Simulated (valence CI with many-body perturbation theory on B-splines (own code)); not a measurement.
## Run record, Ni VII

Calculated by configuration interaction combined with many-body perturbation theory (CI+MBPT): four valence electrons over a frozen Dirac-Fock core [Ar], radial functions for each j: 6 s, 6 p, 5 d, 5 f, 1 g, with the one-electron correlation potential Σ1 (screened to all orders), the two-electron term Σ2, the three-electron term Σ3, Breit; selected single and double excitations, second order for the rest, scaled by the run's own slope (own B-spline code, finite nucleus).

Command, and the settings that its task file holds:

```sh
python run_cv.py task.json out
```

```
atom Ni  Z=28  mass_number=58  rms_radius_fm=3.7757
core [Ar]
valence 3d4
avg = 0
basis = S
breit = 1
cap = 10000
capref = 1200
cscale = 1
de = 0.0
dress = 0
eps = 2e-08
extrap = 1
h = 0.27
hh = 1
l2 = 3
lcore = 6
maxit = 60
n2 = 5
natural = 1
nlev = 20
nno = [3, 3, 3, 3, 1]
nroot = 26
nsp = [3, 3, 2, 2, 0]
pt2 = 1
qed = 0
rpa = 1
s1 = 1
s2 = 1
s3 = 1
screen = 1
tol = 2e-05
whole = 1
```

It took 12 s on 1 thread of AMD EPYC 9R45 96-Core Processor (Zen 5), on a shared host.

Log. The first blocks belong to the next ion, which gives the ionisation energy. Fields: 2J, parity (1 odd), roots, reference size, generating configurations, candidates as configurations/state functions, variational space P, stored matrix elements, Davidson steps; e2 is the range of second-order energies in hartree. The first line gives the box (bohr), its intervals, the orbitals and the steps of their self-consistent field. Window is the range of levels sought, series limit the energy at which the first omitted orbital would enter, core excitation an estimate of the first excitation out of the core, left out the lowest levels not solved, and shifts from estimates the range by which levels moved from their first estimate, all in cm⁻¹.

```
rmax 13.7 intervals 64 orbitals 40 references ['3d4'] scf 6 t 0.4
2J=3 par=0 roots 2 ref 32 generators 10 cand 357/960 P 377/992 nnz 0 it 0
2J=3 par=0 roots 2 ref 32 generators 19 cand 544/1467 P 921/2459 nnz 0 it 6
   second order: generators 22 cand 1947/4355 e2 -0.00001 -0.00001
2J=5 par=0 roots 2 ref 34 generators 8 cand 291/950 P 310/984 nnz 0 it 0
2J=5 par=0 roots 2 ref 34 generators 17 cand 537/1764 P 847/2748 nnz 1.3e+06 it 5
   second order: generators 20 cand 2865/7297 e2 -0.00002 -0.00001
2J=7 par=0 roots 2 ref 25 generators 6 cand 326/969 P 340/994 nnz 0 it 0
2J=7 par=0 roots 2 ref 25 generators 13 cand 691/2047 P 1031/3041 nnz 1.7e+06 it 7
   second order: generators 16 cand 2259/6105 e2 -0.00002 -0.00001
reference levels 594, estimated 25, window 47217 1/cm; series limit 798842, core excitation 484418
2J=0 par=0 roots 3 ref 19 generators 7 cand 262/670 P 1200/2390 nnz 0 it 4
2J=0 par=0 roots 3 ref 19 generators 18 cand 905/2454 P 2105/4844 nnz 2.2e+06 it 9
   second order: generators 57 cand 13847/30517 e2 -0.00008 -0.00003
2J=2 par=0 roots 3 ref 43 generators 4 cand 223/1051 P 756/3588 nnz 2.8e+06 it 5
2J=2 par=0 roots 3 ref 43 generators 15 cand 718/4326 P 1474/7914 nnz 8.7e+06 it 8
   second order: generators 46 cand 13073/78519 e2 -0.00012 -0.00005
2J=4 par=0 roots 5 ref 61 generators 6 cand 170/1006 P 527/3527 nnz 2.9e+06 it 5
2J=4 par=0 roots 5 ref 61 generators 17 cand 849/6358 P 1376/9885 nnz 1.5e+07 it 9
   second order: generators 48 cand 11329/102521 e2 -0.00018 -0.00007
2J=6 par=0 roots 5 ref 57 generators 4 cand 131/954 P 452/3405 nnz 2.9e+06 it 5
2J=6 par=0 roots 5 ref 57 generators 13 cand 830/6500 P 1282/9905 nnz 1.6e+07 it 10
   second order: generators 44 cand 11663/120703 e2 -0.00018 -0.00008
2J=8 par=0 roots 5 ref 48 generators 5 cand 132/968 P 484/3409 nnz 2.9e+06 it 6
2J=8 par=0 roots 5 ref 48 generators 17 cand 856/6590 P 1340/9999 nnz 1.6e+07 it 8
   second order: generators 49 cand 12567/123812 e2 -0.00013 -0.00007
2J=10 par=0 roots 2 ref 29 generators 6 cand 173/957 P 600/3435 nnz 2.8e+06 it 5
2J=10 par=0 roots 2 ref 29 generators 11 cand 642/4674 P 1242/8109 nnz 1e+07 it 5
   second order: generators 39 cand 11570/101911 e2 -0.00011 -0.00009
2J=12 par=0 roots 2 ref 15 generators 3 cand 244/1004 P 769/3434 nnz 2.7e+06 it 5
2J=12 par=0 roots 2 ref 15 generators 9 cand 361/2305 P 1130/5739 nnz 5.4e+06 it 5
   second order: generators 30 cand 8597/62542 e2 -0.00009 -0.00009
left out: unestimated 79933, estimated none, shifts from estimates -32 to 8
operators 0.6
```

The Davidson iterations converged.

Set against measurement, 16 paired levels are off by 436 cm⁻¹ on average, the worst by 1157. These come from a selection out of Corliss and Sugar, J. Phys. Chem. Ref. Data 10, 197 (1981). Levels without a partner in it may be off by more, other configurations by 1,000 to 8,000 cm⁻¹. Only levels of the ground parity were solved; by the run's estimate the other parity begins above the list, which can be wrong where configurations are misplaced.

```yaml
Valence_energy: -26.16361 hartree
Ionisation_energy: "132.34 eV (NIST: 132 ± 2 eV (theoretical))"
Reference_configurations_for_the_orbitals: 3d4
Radial_orbitals: 40
Box_radius: 13.7 bohr
Largest_variational_space: 9999
Lowest_levels: 3d⁴ ⁵D_0 0.0000, 3d⁴ ⁵D_1 0.0340, 3d⁴ ⁵D_2 0.0978, 3d⁴ ⁵D_3 0.1856, 3d⁴ ⁵D_4 0.2922, 3d⁴ ³H_4 3.792, 3d⁴ ³P_0 3.810, 3d⁴ ³H_5 3.863, 3d⁴ ³H_6 3.933, 3d⁴ ³P_1 4.023, 3d⁴ ³F_2 4.247, 3d⁴ ³F_3 4.248, 3d⁴ ³F_4 4.277, 3d⁴ ³P_2 4.353 eV
```
